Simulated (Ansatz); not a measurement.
`[BH2][Ga]([OH])[F]` and `[BH2][GaH][F]` differ in one atom or group.

Ansatz, PBE0-D4/def2-TZVP geometries, multiplicity 1. Each molecule was computed in one conformer, which needn't be the lowest.

Scalar relativity is left out up to krypton.

```
                                                                                  property  `[BH2][Ga]([OH])[F]`
                                        size of the dipole moment (ωB97M-V/def2-TZVPP) / D                  1.66
                                                       HOMO energy (B3LYP/def2-TZVPP) / eV                 -8.58
ideal-gas entropy at 298 K and 1 bar (rigid rotor, harmonic PBE0-D4/def2-TZVP) / J/(mol·K)                   333
                                            size of the dipole moment (PBE/def2-TZVPP) / D                  1.56
                                          size of the dipole moment (B3LYP/def2-TZVPP) / D                  1.70
                                                       LUMO energy (B3LYP/def2-TZVPP) / eV                 -3.21
```

Problem. What does the change do to each property? (Estimate.)

Solution. The calculation gave: 
| property | `[BH2][GaH][F]` | shift |
| --- | --- | --- |
| size of the dipole moment (ωB97M-V/def2-TZVPP) / D | 2.61 | 0.95 |
| HOMO energy (B3LYP/def2-TZVPP) / eV | -7.84 | 0.74 |
| ideal-gas entropy at 298 K and 1 bar (rigid rotor, harmonic PBE0-D4/def2-TZVP) / J/(mol·K) | 302 | -31 |
| size of the dipole moment (PBE/def2-TZVPP) / D | 2.42 | 0.86 |
| size of the dipole moment (B3LYP/def2-TZVPP) / D | 2.62 | 0.92 |
| LUMO energy (B3LYP/def2-TZVPP) / eV | -2.97 | 0.24 |

With PBE0 the HOMO rises by 0.76 eV and the LUMO rises by 0.23 eV, so the gap narrows by about 0.53 eV. PBE moves the HOMO by 0.59 eV and ωB97M-V by 0.83 eV. The zero-point energy changes by -19.0 kJ/mol with -3 modes. Dipoles are sizes alone; their direction can turn.

B3LYP here is the variant with VWN-RPA as its local correlation; programs differ in this.
